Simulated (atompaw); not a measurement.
## Reading a pseudo-wave (Te (Z = 52))

Columns: radius, all-electron u(r) and pseudo u(r) of the 5s shell (level -15.36 eV) of tellurium in the configuration [Kr] 4d10 5s2 5p4; LDA (PW92), scalar-relativistic, PAW (atompaw) scheme, atompaw 4.2.0.5.

```tsv
r (bohr)	all-electron	pseudo
0.094	-0.1631	0.0621
0.188	0.1958	0.1241
0.283	0.2245	0.1863
0.377	-0.0258	0.2471
0.471	-0.2727	0.3070
0.565	-0.3946	0.3657
0.660	-0.3839	0.4233
0.754	-0.2785	0.4783
0.848	-0.1219	0.5307
0.942	0.0522	0.5802
1.037	0.2234	0.6266
1.131	0.3752	0.6684
1.225	0.5036	0.7055
1.319	0.6063	0.7374
1.413	0.6846	0.7637
1.508	0.7408	0.7839
1.602	0.7767	0.7973
1.696	0.7958	0.8038
1.790	0.8011	0.8032
1.885	0.7951	0.7953
1.979	0.7802	0.7802
2.073	0.7584	0.7584
2.167	0.7315	0.7315
2.262	0.7006	0.7006
2.356	0.6675	0.6675
2.450	0.6329	0.6329
```

Question: How many radial nodes do the two functions have?

Answer: The all-electron 5s function has n − l − 1 = 4 (the table is too coarse to show those close to the nucleus); the pseudo-wave has 0, since the states of the same l below it are removed with the core.

Question: At about which radius was the pseudo-wave matched?

Answer: 1.95 bohr, where the columns begin to agree (steps of 0.09 bohr).

Question: Is the pseudo-wave norm-conserving?

Answer: No, it belongs to a PAW set: the norm inside the radius is not constrained, and the difference is carried by the augmentation charge.
